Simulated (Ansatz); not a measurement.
Si6W⁺. Total charge 1; doublet. Geometry PBE-D4/def2-SVP; atoms count from 1.

```csv
atom,x (Å),y (Å),z (Å)
W1,-1.067,2.144,-0.001
Si2,0.944,1.026,0.348
Si3,-1.292,0.864,1.888
Si4,-1.019,-2.286,-1.285
Si5,2.749,-0.409,0.435
Si6,-1.273,-0.077,-0.664
Si7,0.958,-1.262,-0.722
```

In the def2 sets W takes a core potential; there is no spin–orbit coupling. Another isomer (doublet) lies 1.90 eV lower at PBE0-D4/def2-TZVP; other spin states weren't run for this one.

Question: Estimate the Mulliken populations from the PBE0/def2-TZVP orbitals of Ansatz.

Answer: 
```json
{"atom": "W1", "charge (e)": "0.56", "spin (α − β)": "0.40", "d electrons": "4.62"}
{"atom": "Si2", "charge (e)": "0.00", "spin (α − β)": "0.03", "d electrons": "–"}
{"atom": "Si3", "charge (e)": "0.14", "spin (α − β)": "-0.09", "d electrons": "–"}
{"atom": "Si4", "charge (e)": "0.11", "spin (α − β)": "0.40", "d electrons": "–"}
{"atom": "Si5", "charge (e)": "0.11", "spin (α − β)": "0.40", "d electrons": "–"}
{"atom": "Si6", "charge (e)": "0.00", "spin (α − β)": "0.03", "d electrons": "–"}
{"atom": "Si7", "charge (e)": "0.08", "spin (α − β)": "-0.17", "d electrons": "–"}
```
Mulliken values depend strongly on the basis.

Question: Where does the spin sit?

Answer: Summed by element: W 0.40, Si 0.60, of 1 unpaired in all. Largest on single atoms: W1 0.40, Si4 0.40, Si5 0.40.

Question: And the Mayer bond orders between heavy atoms (over 0.3)?

Answer: W1–Si2 1.48 (2.33 Å); W1–Si3 1.91 (2.29 Å); W1–Si6 1.48 (2.33 Å); Si2–Si3 0.36 (2.72 Å); Si2–Si5 1.08 (2.31 Å); Si2–Si7 0.57 (2.53 Å); Si3–Si6 0.37 (2.72 Å); Si4–Si6 1.08 (2.31 Å); Si4–Si7 1.16 (2.30 Å); Si5–Si7 1.16 (2.30 Å); Si6–Si7 0.57 (2.53 Å).
